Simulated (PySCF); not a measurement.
`C=C[C@@H]1[C@@H](C)[Se][C@@H]1F`, C₆H₉FSe

Geometry:
```
atom   x (Å)   y (Å)   z (Å)
  C1   1.587  -1.106   1.547
  C2   0.783  -1.158   0.502
  C3   0.403   0.029  -0.317
  C4  -1.105   0.335  -0.350
  C5  -1.612   1.347   0.645
 Se6  -1.016   0.915  -2.278
  C7   0.627  -0.113  -1.830
  F8   0.524  -1.396  -2.269
  H9   2.035  -0.181   1.875
 H10   1.831  -1.983   2.121
 H11   0.344  -2.095   0.186
 H12   0.946   0.915   0.024
 H13  -1.698  -0.583  -0.322
 H14  -1.055   2.279   0.564
 H15  -2.666   1.557   0.474
 H16  -1.491   0.955   1.654
 H17   1.557   0.294  -2.236
```

Method: TDDFT B3LYP/def2-SVPD circular dichroism and optical rotation, one conformer, gas phase (PySCF). Geometry: GFN2-xTB.

The molecule is flexible and this is one conformer; a measurement averages over conformers. The calculation is non-relativistic, which matters for the atoms heavier than Zn. States above about 6.3 eV (minus the energy of the highest occupied orbital) lie near or above the ionisation threshold and depend on the basis.

(1) Draw the ECD and absorption spectra from the lowest 16 states, each a Gaussian of half-width 0.25 eV at 1/e height.

Answers

(1) 
| E (eV) | λ (nm) | Δε (L mol⁻¹ cm⁻¹) | ε (L mol⁻¹ cm⁻¹) |
| --- | --- | --- | --- |
| 3.31 | 374 | +0.08 | 0.89 |
| 3.46 | 358 | +0.63 | 6.84 |
| 3.61 | 343 | +2.36 | 25.6 |
| 3.76 | 330 | +4.30 | 46.7 |
| 3.91 | 317 | +3.81 | 41.4 |
| 4.06 | 305 | +1.64 | 17.9 |
| 4.21 | 294 | +0.35 | 3.76 |
| 4.36 | 284 | +0.04 | 0.384 |
| 4.51 | 275 | 0.00 | 0 |
| 4.66 | 266 | 0.00 | 0 |
| 4.81 | 258 | 0.00 | 0.564 |
| 4.96 | 250 | -0.04 | 9.04 |
| 5.11 | 243 | -0.25 | 80.3 |
| 5.26 | 236 | -0.67 | 463 |
| 5.41 | 229 | +0.91 | 1970 |
| 5.56 | 223 | +9.17 | 5820 |
| 5.71 | 217 | +20.44 | 10600 |
| 5.86 | 211 | +21.22 | 11500 |
| 6.01 | 206 | +11.26 | 7850 |
| 6.16 | 201 | +2.02 | 4610 |
| 6.31 | 196 | -3.65 | 3510 |
| 6.46 | 192 | -11.24 | 3430 |
| 6.61 | 188 | -20.75 | 3720 |
| 6.76 | 183 | -25.79 | 4440 |
| 6.91 | 179 | -26.81 | 7150 |
| 7.06 | 176 | -17.94 | 13400 |
| 7.21 | 172 | +8.16 | 18400 |

Δε uses R in velocity form, ε uses f in length form. Only the states computed contribute, so the short-wavelength end is incomplete.
